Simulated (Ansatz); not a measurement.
Swapping CH3 for OH on Ta: the dipole moment

Gas-phase molecules. On one Ta centre that keeps O, n of the CH3 ligands are replaced by OH. The dipole moment y in D at wB97M-V/def2-TZVPP. Shapes: PBE0-D4/def2-TZVP. Flexible molecules stand in one conformer, not always the lowest. Programs: Ansatz 0.2.0.

| molecule | n | y (D) |
| --- | --- | --- |
| Ta(CH3)3O | 0 | 3.18 |
| Ta(CH3)2(OH)O | 1 | ? |
| Ta(CH3)(OH)2O | 2 | 1.55 |
| Ta(OH)3O | 3 | 6.76 |

Question: Fit y = c + s·n to the known rows and predict Ta(CH3)2(OH)O.

Answer: 
1. Means of the 3 rows: n = 1.66667, y = 3.830.
2. Σ(Δn)² = 4.6667, Σ(Δn·Δy) = 4.23, so the slope is 4.23/4.6667 = 0.90642.
3. Intercept: 3.830 − (0.90642) × 1.66667 = 2.319. The largest residual of the fit is 2.58.
4. Ta(CH3)2(OH)O: 2.319 + (0.90642) × 1 = 3.23 D.

The run gave 4.26 D, so the prediction is off by -1.03 D, within the largest residual. The steps per swap are uneven (+1.08, -2.71, +5.21), so a line is a poor model. Dipoles add as vectors. Other levels give for Ta(CH3)2(OH)O: PBE-D4/def2-TZVPP 3.98; B3LYP-D4/def2-TZVPP 4.21 D. For atoms past krypton def2 sets carry core potentials with scalar relativity. The series isn't monotonic at this level.
